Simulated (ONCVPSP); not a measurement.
## u(r) = r·R(r): atom against pseudo-atom (Zn)

Columns: radius, all-electron u(r) and pseudo u(r) of the 3p shell (level -83.32 eV) of zinc in the configuration [Ne] 3s2 3p6 3d10 4s2; Wu-Cohen, scalar-relativistic, ONCV scheme, ONCVPSP 4.0.1.

```json
{"r (bohr)": "0.068", "all-electron": "-0.5002", "pseudo": "0.0429"}
{"r (bohr)": "0.135", "all-electron": "-0.6581", "pseudo": "0.1608"}
{"r (bohr)": "0.202", "all-electron": "-0.3406", "pseudo": "0.3395"}
{"r (bohr)": "0.270", "all-electron": "0.1515", "pseudo": "0.5621"}
{"r (bohr)": "0.338", "all-electron": "0.6085", "pseudo": "0.7921"}
{"r (bohr)": "0.405", "all-electron": "0.9440", "pseudo": "0.9956"}
{"r (bohr)": "0.473", "all-electron": "1.1563", "pseudo": "1.1585"}
{"r (bohr)": "0.540", "all-electron": "1.2559", "pseudo": "1.2535"}
{"r (bohr)": "0.608", "all-electron": "1.2746", "pseudo": "1.2742"}
{"r (bohr)": "0.675", "all-electron": "1.2370", "pseudo": "1.2367"}
{"r (bohr)": "0.742", "all-electron": "1.1650", "pseudo": "1.1647"}
{"r (bohr)": "0.810", "all-electron": "1.0723", "pseudo": "1.0720"}
{"r (bohr)": "0.878", "all-electron": "0.9711", "pseudo": "0.9708"}
{"r (bohr)": "0.945", "all-electron": "0.8702", "pseudo": "0.8700"}
{"r (bohr)": "1.013", "all-electron": "0.7713", "pseudo": "0.7712"}
{"r (bohr)": "1.080", "all-electron": "0.6800", "pseudo": "0.6799"}
{"r (bohr)": "1.148", "all-electron": "0.5949", "pseudo": "0.5948"}
{"r (bohr)": "1.215", "all-electron": "0.5191", "pseudo": "0.5190"}
{"r (bohr)": "1.283", "all-electron": "0.4502", "pseudo": "0.4501"}
{"r (bohr)": "1.350", "all-electron": "0.3901", "pseudo": "0.3900"}
{"r (bohr)": "1.418", "all-electron": "0.3365", "pseudo": "0.3364"}
{"r (bohr)": "1.485", "all-electron": "0.2902", "pseudo": "0.2901"}
{"r (bohr)": "1.553", "all-electron": "0.2492", "pseudo": "0.2492"}
{"r (bohr)": "1.620", "all-electron": "0.2142", "pseudo": "0.2142"}
{"r (bohr)": "1.688", "all-electron": "0.1835", "pseudo": "0.1834"}
{"r (bohr)": "1.755", "all-electron": "0.1573", "pseudo": "0.1572"}
```

(1) How many radial nodes do the two functions have?

(2) At about which radius was the pseudo-wave matched?

(3) Is the pseudo-wave norm-conserving?

## Answers

(1) The all-electron 3p function has n − l − 1 = 1; the pseudo-wave has 0, since the states of the same l below it are removed with the core.

(2) 0.65 bohr, where the columns begin to agree (steps of 0.07 bohr).

(3) Yes: the ONCV scheme keeps the norm inside the radius equal to the all-electron one, which fixes the energy derivative of the logarithmic derivative at the level.
